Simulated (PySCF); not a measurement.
All values below come from TPSSh-D3(BJ)/def2-TZVP // B3LYP-D3(BJ)/def2-TZVP in PySCF. All species are isolated molecules in the gas phase. 

Reference species (SMILES): `[CH3][In]([CH3])[CH3]` (neutral, multiplicity 1).

| Item | Value |
|---|---|
| dipole moment | 0.01 D |

Changed species: `[CH3][InH2]` (whole molecule; the reference has whole molecule).

Problem. Give the shifts of the dipole moment.

Solution. the dipole moment rises by 0.69 D, to 0.70 D.
